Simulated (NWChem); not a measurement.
System: C3H10O4Si; SMILES O(C(C)C)[Si](O)(O)O

The following NWChem deck was run.

```
start job
memory heap 200 mb stack 900 mb global 1100 mb
geometry units angstroms noautoz
  C     -0.960222     1.977735    -1.054163
  C     -0.214720     1.654400     0.239912
  C      0.687964     2.792855     0.702748
  O      0.621547     0.497094     0.035607
  Si     0.139542    -1.061390     0.215526
  O     -0.664150    -1.154924     1.654708
  O      1.514459    -1.970330     0.097286
  O     -0.902293    -1.653835    -0.924294
  H     -1.615955     2.845579    -0.917349
  H     -0.247591     2.205314    -1.855461
  H     -1.572702     1.127014    -1.369899
  H     -0.939473     1.425131     1.031934
  H      1.439128     3.018313    -0.062972
  H      1.208428     2.519563     1.626245
  H      0.100780     3.699027     0.890144
  H     -1.254893    -1.917259     1.732065
  H      2.307165    -1.526369     0.430483
  H     -0.467453    -1.976053    -1.726535
end
basis spherical
  C library def2-svp
  O library def2-svp
  Si library def2-svp
  H library def2-svp
end
dft
  xc b3lyp
  iterations 150
  mulliken
end
task dft energy
```

Parts of the log:

```
             Northwest Computational Chemistry Package (NWChem) 7.3.0
             --------------------------------------------------------

 C1  symmetry detected

                             Geometry "geometry" -> ""
                             -------------------------

 Output coordinates in angstroms (scale by  1.889725989 to convert to a.u.)

  No.       Tag          Charge          X              Y              Z
 ---- ---------------- ---------- -------------- -------------- --------------
    1 C                    6.0000    -1.39354244    -2.06224554     0.20945020
    2 C                    6.0000     0.00559467    -1.64782596    -0.24400392
    3 C                    6.0000     1.05752643    -2.71672793     0.03171963
    4 O                    8.0000     0.40605526    -0.45637813     0.46347301
    5 Si                  14.0000     0.06885382     1.07991786    -0.00520797
    6 O                    8.0000     0.44131098     1.18765472    -1.61007017
    7 O                    8.0000     0.94017119     2.05592984     1.00412650
    8 O                    8.0000    -1.50535525     1.56947835     0.12819819
    9 H                    1.0000    -1.72595271    -2.95788532    -0.32831353
   10 H                    1.0000    -1.39413902    -2.28309747     1.28319956
   11 H                    1.0000    -2.11364724    -1.25896056     0.02309162
   12 H                    1.0000    -0.00909181    -1.42630996    -1.31910624
   13 H                    1.0000     1.10911763    -2.93197077     1.10522541
   14 H                    1.0000     2.04466516    -2.37915076    -0.29996817
   15 H                    1.0000     0.81219520    -3.64490448    -0.49681692
   16 H                    1.0000     0.00802758     1.91964590    -2.07112380
   17 H                    1.0000     1.77754102     1.66886967     1.29653137
   18 H                    1.0000    -1.74759879     1.88223201     1.01137660

 Effective nuclear repulsion energy (a.u.)     518.5503891678

                                 NWChem DFT Module
                                 -----------------

 Summary of "ao basis" -> "ao basis" (spherical)
 ------------------------------------------------------------------------------
       Tag                 Description            Shells   Functions and Types
 ---------------- ------------------------------  ------  ---------------------
 C                          def2-svp                 6       14   3s2p1d
 O                          def2-svp                 6       14   3s2p1d
 Si                         def2-svp                 8       18   4s3p1d
 H                          def2-svp                 3        5   2s1p

            General Information
            -------------------
          SCF calculation type: DFT
          Wavefunction type:  closed shell.
          No. of atoms     :    18
          No. of electrons :    74
           Alpha electrons :    37
            Beta electrons :    37
          Charge           :     0
          Spin multiplicity:     1
          Use of symmetry is: off; symmetry adaption is: off
          Maximum number of iterations: 150
          AO basis - number of functions:   166
                     number of shells:    80
          Convergence on energy requested:  1.00D-06
          Convergence on density requested:  1.00D-05
          Convergence on gradient requested:  5.00D-04

              XC Information
              --------------
                         B3LYP Method XC Potential
                     Hartree-Fock (Exact) Exchange  0.200
                        Slater Exchange Functional  0.800 local
                    Becke 1988 Exchange Functional  0.720 non-local
              Lee-Yang-Parr Correlation Functional  0.810
                  VWN I RPA Correlation Functional  0.190 local

             Grid Information
             ----------------
          Grid used for XC integration:  medium
          Radial quadrature: Mura-Knowles
          Angular quadrature: Lebedev.
          Tag              B.-S. Rad. Rad. Pts. Rad. Cut. Ang. Pts.
          ---              ---------- --------- --------- ---------
          C                   0.70       49          13.0       434
          O                   0.60       49          14.0       434
          Si                  1.10       88          12.0       590
          H                   0.35       45          14.0       434
          Grid pruning is: on
          Number of quadrature shells:   881
          Spatial weights used:  Erf1

      Superposition of Atomic Density Guess
      -------------------------------------

 Sum of atomic energies:        -705.37038148

      Non-variational initial energy
      ------------------------------

 Total energy =    -709.294075
 1-e energy   =   -2000.612265
 2-e energy   =     772.767801
 HOMO         =      -0.375758
 LUMO         =       0.033762

     ---------------------------------------------
      Total Density - Mulliken Population Analysis
     ---------------------------------------------

[...]
```

Level: B3LYP/def2-SVP. Geometry: optimised at B3LYP/6-31G* (spherical d). No frequency run checked for a minimum.
